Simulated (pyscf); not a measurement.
A first-order saddle from PySCF, ωB97X-D3(BJ)/def2-SVP:

```xyz
7

O      0.6067     1.9331     0.3900
As     0.5620     0.9018    -0.8550
H     -0.9636     0.3037    -1.0397
As    -1.0080    -1.3410     0.0043
H      0.7810    -0.6421    -0.3185
H     -0.3050    -1.4375     1.3522
H     -2.0989    -0.4669     0.6095
```

Surface: singlet, charge 0. Lowest wavenumbers (cm⁻¹): 952i, 106, 217, 235, 515.

### Question
Name the species on either side of this saddle.

### Answer
O=AsH + AsH₃ ⇌ O=AsH + AsH₃, a four-centre exchange read from left to right: As–H, As–H broken and As–H, As–H formed. At CCSD(T)/def2-TZVPP + ΔMP2(QZVPP) it lies +1.02 eV from the left side and +1.02 eV from the right (each side as separated species at their lowest minima found). O=AsH lies 0.32 eV over its isomer HO–As: [triplet] (electronic energy, ωB97M-D3(BJ)/def2-TZVP). One saddle was located; it need not be the lowest between these sides. The CCSD(T) − MP2 part came from Ansatz, without density fitting, on the same reference. The frozen core leaves the outer d or s,p core shells of the metals and heavy elements correlated in the MP2 and CC values, and def2-TZVPP describes them poorly, which can shift differences by a few kcal/mol. Elements up to Kr have no core potential and no relativistic terms here.
